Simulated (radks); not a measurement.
Problem. Calculated with a radial shooting solver on a logarithmic mesh with Libxc functionals: non-relativistic Kohn-Sham, LDA (Slater exchange, VWN5 correlation), spin-polarised, spherical densities, point nucleus; open shells are filled with parallel spins first (spin-orbit coupling, left out, can overturn this in heavy ions). Response by self-consistent Sternheimer equations with the Hartree and adiabatic LDA kernel. For heavy and open-shell atoms this level of theory can miss by tens of per cent. Rank C2+, Br3+, Mg+, Cd, Fe, Li2+, Te, Sc2+, Rh (NIST ground configurations) by static dipole polarisability, largest first.

Solution. Rh 59.08, Fe 58.53, Cd 52.78, Te 40.79, Mg+ 30.56, Br3+ 6.088, Sc2+ 4.942, C2+ 4.257, Li2+ 0.06142 bohr^3.
